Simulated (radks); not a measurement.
The numbers below are computed, except where a source is named.
These are the eigenvalues of the occupied orbitals of an atom or ion with whole-number occupations (Ry). Code: a radial shooting solver on a logarithmic mesh with Libxc functionals. Model: scalar-relativistic Kohn-Sham, exchange-only PBE, spin-polarised, spherical densities, finite nucleus; Fermi nuclear charge, rms radius of each element as measured or else 0.836 A^(1/3) + 0.57 fm.

orbital  eigenvalue
1s        -111.6544
2s         -8.46431
2p         -5.64357
3s         -1.03087

Which element is it, and in what charge state? The configuration may be excited. Open shells, if any, are filled with parallel spins first.

Answer. Z = 13, aluminium, charge +1: Al+ in [Ne] 3s2. The list shows which subshells hold electrons but not how many an open one holds; the 1s level, -55.827 hartree, gives Z - s = 10.6 by -(Z - s)^2/2, which with screening and relativity narrows Z to a few neighbours, and the depths of the outer levels then fix element, charge and occupations together.
